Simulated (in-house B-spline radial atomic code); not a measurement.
RPA and G0W0 for the arsenic ion As³⁺, [Ar] 3d10 4s2, as one setting changes: the share of exact exchange in the PBE hybrid start. A dash marks a level of low quasi-particle weight. Computed with a B-spline radial code for spherical atoms: all electrons, scalar-relativistic (spin-free one-electron X2C), finite nucleus, each spin shell either full or empty, empty states to l = 9 with an (l + 1/2)⁻⁴ tail; G0W0 by contour deformation at full frequency.

```json
{"share of exact exchange in the PBE hybrid start": "0", "mean-field level (eV)": "-44.42", "G0W0 level (eV)": "4s -50.33", "RPA correlation (Eh)": "-2.3081"}
{"share of exact exchange in the PBE hybrid start": "0.1", "mean-field level (eV)": "-44.88", "G0W0 level (eV)": "4s -50.28", "RPA correlation (Eh)": "-2.2835"}
{"share of exact exchange in the PBE hybrid start": "0.2", "mean-field level (eV)": "?", "G0W0 level (eV)": "?", "RPA correlation (Eh)": "?"}
{"share of exact exchange in the PBE hybrid start": "0.3", "mean-field level (eV)": "-45.80", "G0W0 level (eV)": "4s -50.18", "RPA correlation (Eh)": "-2.237"}
{"share of exact exchange in the PBE hybrid start": "0.4", "mean-field level (eV)": "-46.26", "G0W0 level (eV)": "4s -50.12", "RPA correlation (Eh)": "-2.215"}
{"share of exact exchange in the PBE hybrid start": "0.5", "mean-field level (eV)": "-46.72", "G0W0 level (eV)": "4s -50.07", "RPA correlation (Eh)": "-2.1937"}
{"share of exact exchange in the PBE hybrid start": "0.6", "mean-field level (eV)": "-47.18", "G0W0 level (eV)": "4s -50.02", "RPA correlation (Eh)": "-2.173"}
{"share of exact exchange in the PBE hybrid start": "0.7", "mean-field level (eV)": "?", "G0W0 level (eV)": "?", "RPA correlation (Eh)": "?"}
{"share of exact exchange in the PBE hybrid start": "0.8", "mean-field level (eV)": "-48.09", "G0W0 level (eV)": "4s -49.93", "RPA correlation (Eh)": "-2.1336"}
{"share of exact exchange in the PBE hybrid start": "0.9", "mean-field level (eV)": "-48.55", "G0W0 level (eV)": "4s -49.88", "RPA correlation (Eh)": "-2.1147"}
{"share of exact exchange in the PBE hybrid start": "1", "mean-field level (eV)": "-49.00", "G0W0 level (eV)": "4s -49.83", "RPA correlation (Eh)": "-2.0964"}
```

Q: What belongs in the row for 0.7?

A: mean-field level (eV): -47.64; G0W0 level (eV): 4s -49.98; RPA correlation (Eh): -2.153.

Q: What belongs in the row for 0.2?

A: mean-field level (eV): -45.34; G0W0 level (eV): 4s -50.23; RPA correlation (Eh): -2.2598.
